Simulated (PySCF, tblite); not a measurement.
A set of runs on `O[SiH](O)BC1CC1`; the geometry of each is named by its level. Settings lines and outputs come from a driver script.

C₃H₉BO₂Si.
SMILES with atom numbers: `[OH:1][SiH:2]([OH:3])[BH:4][CH:5]1[CH2:6][CH2:7]1` (hydrogens: H8 on O1; H9 on Si2; H10 on O3; H11 on B4; H12 on C5; H13, H14 on C6; H15, H16 on C7)

Step 1: GFN2-xTB geometry optimisation, gas phase (tblite 0.8.0) (from a force-field or distance-geometry start)
```json
{"job": {"kind": "relax", "xc": "GFN2-xTB", "basis": "xTB"}, "charge": 0, "multiplicity": 1}
```
```
step      E/eV     max force
  0    -601.92991    2.266
  1    -602.20313    1.344
  2    -602.35206    1.147
...
137    -602.97283    0.024
138    -602.97293    0.029
139    -602.97299    0.014
140    -602.97303    0.015
141    -602.97306    0.010
```

Energy lowered by 24.1 kcal/mol over 141 steps; largest atomic force 0.010 eV/Å at the end. «max force» is the largest atomic force in eV/Å.

Time: 1.5 s of wall time. Hardware: one thread, Arm Neoverse N1 (aarch64), on a shared host.

Step 2: GFN2-xTB harmonic vibrations, gas phase (tblite 0.8.0) (on the GFN2-xTB geometry)
```json
{"job": {"kind": "ir", "xc": "GFN2-xTB", "basis": "xTB"}, "charge": 0, "multiplicity": 1}
```
```
(table of modes left out)
```

42 modes from 24 to 3724 cm⁻¹ (unscaled, harmonic); zero-point energy 74.8 kcal/mol; all wavenumbers are real at this level.

On one thread, Arm Neoverse N1 (aarch64), shared host, this took 0.81 s.

Step 3: TDDFT wB97X-D/def2-SVPD, vertical, gas phase, core orbitals frozen in the response (PySCF 2.14.0, density-fitted response routines) (on the GFN2-xTB geometry)
```json
{"job": {"kind": "uv", "xc": "wB97X-D", "basis": "def2-SVPD", "nstates": 8, "ntriplets": 3}, "charge": 0, "multiplicity": 1}
```
```
...
Static polarisability (au): isotropic 79.299, principal 69.293 76.278 92.326
Singlet excitations
state   eV       nm        f      main configurations
  1   4.4095    281.2   0.00620   H->L 0.94
  2   5.4122    229.1   0.00002   H-1->L 0.88
  3   6.1855    200.4   0.18171   H-2->L 0.95
  4   6.5732    188.6   0.00865   H-3->L 0.69, H-4->L 0.16
  5   6.9020    179.6   0.00250   H-4->L 0.60, H-3->L 0.14, H->L+2 0.12
  6   7.0182    176.7   0.00294   H->L+2 0.42, H->L+1 0.13, H-6->L 0.13
  7   7.0348    176.2   0.00136   H-6->L 0.48, H-5->L 0.20
  8   7.5792    163.6   0.02093   H->L+1 0.53, H->L+2 0.16
Triplet excitations (Tamm-Dancoff, eV): 3.7227 4.9537 5.2854
```

HOMO -9.41 eV, LUMO -0.03 eV; lowest singlet 4.41 eV; lowest triplet 3.72 eV (Tamm–Dancoff); mean polarisability 79.3 au.

Hardware: Arm Neoverse N1, one thread (shared host). Cost: 92 s wall (grids of density and orbitals included), 0.92 GiB resident at most.

Geometry of the electronic-property runs (GFN2-xTB):
```
atom  x, y, z in Å
O1     3.0134    0.8632   -0.1958
Si2    1.6705   -0.0874   -0.0462
O3     1.2746    0.0999    1.5297
B4     0.1823    0.3926   -1.2231
C5    -1.2893    0.1484   -0.8624
C6    -1.7829    0.3697    0.5667
C7    -1.6882   -1.0081    0.0503
H8     3.4100    0.9943   -1.0499
H9     2.1695   -1.4786   -0.2063
H10    1.9797    0.1625    2.1696
H11    0.4003    0.8380   -2.2917
H12   -2.0471    0.3779   -1.6076
H13   -2.7557    0.8254    0.6780
H14   -1.0556    0.6864    1.2960
H15   -2.5932   -1.5399   -0.2036
H16   -0.8957   -1.6352    0.4264
```

 (This holds for the electronic-property runs.)

One conformer stands for the species.

The pairwise dispersion term of wB97X-D wasn't added to the energies; at a given geometry it leaves orbitals and properties as they are.
